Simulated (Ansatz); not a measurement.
Consider the redistribution: `B[SiH2]C(O)F` + `CO[SiH](C)C` → `BO[SiH](C)C` + `C[SiH2]C(O)F`.

Calculated with Ansatz (gas phase, PBE0-D4/def2-TZVP geometries, no zero-point term in ΔE). CCSD(T)/CBS is the MP2 limit (def2-TZVPP, def2-QZVPP) plus CCSD(T) − MP2 in def2-TZVPP, frozen cores. DFT in def2-TZVPP. B3LYP here is the variant with VWN-RPA as its local correlation; programs differ in this. Each species was taken in one conformer, which may not be the lowest.

`B[SiH2]C(O)F`:

```xyz
11

B    -0.500   -1.119   -1.606
Si    0.002   -0.908    0.326
C     0.447    0.902    0.765
O    -0.638    1.699    0.464
F     1.547    1.289   -0.006
H    -1.032   -2.122   -1.982
H    -0.251   -0.279   -2.416
H    -1.071   -1.351    1.261
H     1.214   -1.738    0.594
H     0.770    1.034    1.806
H    -0.487    2.591    0.794
```

`CO[SiH](C)C`:

```xyz
15

C    -0.752    2.159    0.290
O    -0.361    0.930    0.845
Si   -0.274   -0.465   -0.032
C     0.112   -1.819    1.181
C     1.017   -0.343   -1.374
H    -1.701    2.076   -0.255
H    -0.884    2.880    1.100
H     0.007    2.552   -0.397
H    -1.602   -0.700   -0.682
H     1.076   -1.642    1.663
H     0.156   -2.789    0.678
H    -0.653   -1.873    1.959
H     2.008   -0.161   -0.951
H     1.059   -1.272   -1.949
H     0.793    0.466   -2.075
```

`BO[SiH](C)C`:

Z-matrix (Å, degrees):
```
Si
O 1 1.668
C 1 1.858 2 107.2
C 1 1.861 2 111.4 3 123.0
H 1 1.487 2 105.7 3 -117.5
B 2 1.341 1 134.7 3 -123.8
H 3 1.093 1 110.7 2 -174.8
H 3 1.092 1 110.8 2 -55.0
H 3 1.093 1 111.0 2 65.2
H 4 1.092 1 111.5 2 58.7
H 4 1.094 1 109.7 2 178.2
H 4 1.093 1 111.6 2 -62.2
H 6 1.201 2 118.2 1 179.8
H 6 1.205 2 120.6 1 -0.1
```

`C[SiH2]C(O)F`:

```xyz
12

C     1.063   -1.276   -0.543
Si   -0.627   -0.723    0.011
C    -0.634    1.179    0.225
O     0.362    1.532    1.111
F    -0.384    1.767   -1.023
H     1.814   -0.989    0.196
H     1.099   -2.359   -0.672
H     1.322   -0.805   -1.494
H    -1.011   -1.320    1.318
H    -1.677   -1.051   -0.989
H    -1.611    1.577    0.532
H     0.284    2.467    1.329
```

```
             level  ΔE (kcal/mol)  difference from CCSD(T)/CBS
            PBE-D4          -60.3                          2.7
          B3LYP-D4          -62.2                          0.8
           ωB97X-V          -61.1                          1.9
           ωB97M-V          -63.6                         -0.6
            B2PLYP          -63.3                         -0.3
               PBE          -60.2                          2.8
            r2SCAN          -62.8                          0.2
              PBE0          -61.0                          2.0
             B3LYP          -61.9                          1.1
     HF/def2-TZVPP          -61.5                          1.5
SCS-MP2/def2-TZVPP          -63.6                         -0.6
   CCSD/def2-TZVPP          -62.1                          0.9
     HF/def2-QZVPP          -61.7                          1.3
SCS-MP2/def2-QZVPP          -64.1                         -1.1
      HF/CBS(def2)          -61.8                          1.2
     MP2/CBS(def2)          -65.9                         -2.9
       CCSD(T)/CBS          -63.0                            0
```

Largest T1 diagnostic among the species: 0.012.

From PBE to PBE0 (25 % exact exchange), in def2-TZVPP and without D4, ΔE moves by −0.8 kcal/mol. In def2-TZVPP, CCSD(T) changes the Hartree–Fock value by −0.9 kcal/mol (the triples alone add −0.3 kcal/mol) and MP2 by −3.8 kcal/mol.
